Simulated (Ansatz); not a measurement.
`C[SiH2][GaH][Cl]` → `[CH2]` (triplet) + `[SiH3][GaH][Cl]` at 600 K and 1 bar (formal loss of a carbene).

Gas-phase electronic energies from Ansatz, PBE0-D4/def2-TZVP geometries. CBS: MP2 limit from def2 TZ/QZ plus the TZ coupled-cluster correction, frozen cores. This one scheme is used for every species. Triplets are unrestricted, without spin–orbit coupling. For Ga outer-core shells are correlated without core-valence functions, which leaves a few kJ/mol of doubt a bond. Scalar relativity is left out up to krypton. Each species was taken in one conformer, which may not be the lowest.

```
           species  CCSD(T)/CBS energy (Eh)  H − E (kJ/mol)  S (J/(mol·K))
`C[SiH2][GaH][Cl]`              -2714.51932           226.9          476.6
 `[CH2]` (triplet)                -39.09499            66.5          220.8
 `[SiH3][GaH][Cl]`              -2675.24391           135.7          418.0
```

H − E and S are ideal-gas, rigid-rotor, harmonic terms from PBE0-D4/def2-TZVP, for one conformer and one mirror image of each species, with the whole ground term of open shells counted as degenerate. 1 Eh = 2625.50 kJ/mol, R = 8.31446 J/(mol·K).

**Question.** By hand: ΔE, ΔH, ΔS and ΔG.

**Answer.** ΔE = (-39.09499) + (-2675.24391) − (-2714.51932) = 0.18042 Eh = 473.7 kJ/mol. Δ(H − E) = 66.5 + 135.7 − 226.9 = -24.7, so ΔH = 449.0 kJ/mol. ΔS = 220.8 + 418.0 − 476.6 = 162.2 J/(mol·K). ΔG = 449.0 − 600 × (162.2)/1000 = 351.7 kJ/mol.

**Question.** By hand: the equilibrium constant, and the temperature at which ΔG would vanish if ΔH and ΔS stayed fixed.

**Answer.** log₁₀ K = −ΔG/(RT ln 10) = -30.6. ΔG = 0 at ΔH/ΔS = 2768 K, far beyond where these terms or the molecules hold.

The number of gas molecules changes by +1, which sets the sign of ΔS. A doubt of 5 kJ/mol in ΔE shifts log₁₀ K by 0.4 here. Other conformers and mirror images would add mixing entropy, several J/(mol·K) or more a flexible species. Modes under 60 cm⁻¹, often nearly free rotors, make the harmonic entropy too high. A triplet takes part, so the spin changes. These are equilibria of isolated gas molecules and say nothing of rates. Largest T1 diagnostic: 0.013 (customary marks: 0.02 for closed shells, 0.045 for open ones).
